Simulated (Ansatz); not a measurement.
Consider the isomerisation: `FC1([SiH3])COC1` → `CC(C)O[Si]F`.

Computed with Ansatz on PBE0-D4/def2-TZVP structures; ΔE is electronic, products minus reactants. CBS: MP2 limit from def2 TZ/QZ plus the TZ coupled-cluster correction, frozen cores. DFT in def2-TZVPP. B3LYP here is the variant with VWN-RPA as its local correlation; programs differ in this. Each species was taken in one conformer, which may not be the lowest.

| level | ΔE (kJ/mol) |
| --- | --- |
| r2SCAN-D4 | -387.0 |
| B3LYP-D4 | -403.0 |
| PBE0 | -377.6 |
| HF/def2-QZVPP | -402.3 |

**Question.** What does CCSD(T)/CBS give? (An estimate is asked.)

**Answer.** Ansatz gave: -404.6 kJ/mol. The listed levels differ from it by 17.6, 1.6, 27.0, 2.3 kJ/mol.

Largest T1 diagnostic among the species: 0.013.
